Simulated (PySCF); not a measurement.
C₂H₇BF₂Si.
Atom-mapped SMILES: `[CH3:1][C@@H:2]([SiH3:3])[B:4]([F:5])[F:6]` (hydrogens: H7, H8, H9 on C1; H10 on C2; H11, H12, H13 on Si3)

Computed by this run: PBE0-D3(BJ)/def2-SVP geometry optimisation, gas phase in PySCF 2.14.0; density fitting, grid level 1; the optimiser is geomeTRIC in internal coordinates, started from a GFN2-xTB structure with every atom displaced at random (about 0.01 Å).

Step 1: E = -16158.8269 eV
```
atom  x, y, z in Å  |  force x, y, z in eV/Å
C1     -0.8794   -1.2791   -0.3512    0.138  -0.223   0.148
C2     -0.5563    0.1192    0.1766   -0.119   0.098   0.104
Si3     1.2425    0.1986    0.8085    0.014   0.224  -0.290
B4     -0.6947    1.2662   -0.8711    0.573  -0.413   0.374
F5     -0.8170    2.5218   -0.4903   -0.193   0.293  -0.087
F6     -0.5218    1.0339   -2.1604   -0.214   0.132  -0.146
H7     -0.4287   -1.4269   -1.3438    0.004  -0.064  -0.006
H8     -1.9645   -1.4368   -0.4547    0.019   0.000  -0.009
H9     -0.4855   -2.0741    0.3157   -0.180   0.135  -0.181
H10    -1.1536    0.3807    1.0705   -0.009  -0.052  -0.053
H11     1.5280   -0.9022    1.7726   -0.071  -0.070   0.023
H12     2.1564    0.0682   -0.3731    0.025  -0.041   0.095
H13     1.4988    1.5169    1.4617    0.012  -0.018   0.026
```

Step 2: E = -16158.8461 eV
```
atom  x, y, z in Å  |  force x, y, z in eV/Å
C1     -0.8683   -1.2779   -0.3544    0.043   0.041  -0.032
C2     -0.5346    0.1232    0.1766    0.142   0.094   0.075
Si3     1.2605    0.2011    0.8082    0.018   0.003  -0.019
B4     -0.6683    1.2768   -0.8590   -0.414  -0.225  -0.089
F5     -0.8759    2.5393   -0.5254    0.104   0.050   0.164
F6     -0.6052    1.0360   -2.1585    0.129  -0.009  -0.137
H7     -0.4113   -1.4443   -1.3415    0.005  -0.005   0.009
H8     -1.9541   -1.4170   -0.4704   -0.008   0.033  -0.028
H9     -0.5087   -2.0797    0.3115   -0.032   0.052   0.018
H10    -1.1368    0.3822    1.0661    0.013  -0.005  -0.002
H11     1.4967   -0.9112    1.7769   -0.006  -0.013   0.015
H12     2.2034    0.0472   -0.3434    0.006  -0.014   0.024
H13     1.5266    1.5108    1.4746   -0.001  -0.002   0.002
```

Step 3: E = -16158.8558 eV
```
atom  x, y, z in Å  |  force x, y, z in eV/Å
C1     -0.8669   -1.2780   -0.3546    0.001   0.013  -0.020
C2     -0.5330    0.1224    0.1724    0.097  -0.023  -0.048
Si3     1.2628    0.2052    0.8030   -0.002  -0.007   0.007
B4     -0.6826    1.2672   -0.8668   -0.158  -0.064   0.032
F5     -0.8722    2.5223   -0.4914    0.032   0.062  -0.033
F6     -0.6046    1.0498   -2.1716    0.038   0.037   0.046
H7     -0.4052   -1.4537   -1.3378    0.016  -0.001   0.007
H8     -1.9530   -1.4101   -0.4770   -0.007   0.012  -0.032
H9     -0.5179   -2.0752    0.3196   -0.016  -0.009   0.032
H10    -1.1353    0.3829    1.0608    0.010  -0.004   0.006
H11     1.4899   -0.9033    1.7799   -0.007   0.000   0.004
H12     2.2130    0.0395   -0.3397    0.001  -0.012   0.002
H13     1.5294    1.5173    1.4643   -0.004  -0.005  -0.003
```

Problem. Estimate the geometry and energy of step 4. (The exact step hangs on the optimiser's Hessian estimate; all steps are aligned on step 3, rigid shifts and turns removed.)

Solution. E = -16158.8584 eV, largest force 0.115 eV/Å
```
atom  x, y, z in Å  |  force x, y, z in eV/Å
C1     -0.8648   -1.2790   -0.3553   -0.028   0.002  -0.011
C2     -0.5315    0.1206    0.1721    0.003   0.010  -0.036
Si3     1.2647    0.2053    0.7999   -0.006  -0.002   0.001
B4     -0.6990    1.2666   -0.8619    0.100   0.056  -0.013
F5     -0.8724    2.5268   -0.4908   -0.035  -0.016   0.013
F6     -0.6047    1.0563   -2.1665   -0.036  -0.009   0.021
H7     -0.3930   -1.4599   -1.3327    0.022  -0.002   0.007
H8     -1.9503   -1.4052   -0.4904    0.002   0.002  -0.030
H9     -0.5282   -2.0746    0.3273   -0.016  -0.011   0.018
H10    -1.1325    0.3783    1.0621    0.008  -0.023   0.034
H11     1.4881   -0.9002    1.7813   -0.009   0.004   0.001
H12     2.2160    0.0320   -0.3405   -0.004  -0.009  -0.002
H13     1.5319    1.5193    1.4566   -0.002  -0.002  -0.002
```

The energy changes by -0.0026 eV. The first-order estimate −F·Δx gives -0.0050 eV and the mean of the old and new forces, exact on a quadratic surface, -0.0022 eV. The step makes an angle of 53° with the force vector and moves no atom by more than 0.017 Å.

What follows is the cost of the whole optimisation. Time: 2.1 min of wall time; peak memory 0.50 GiB. Hardware: an Arm Neoverse V1 with one thread, shared host with 32 logical CPUs at a one-minute load of 28.
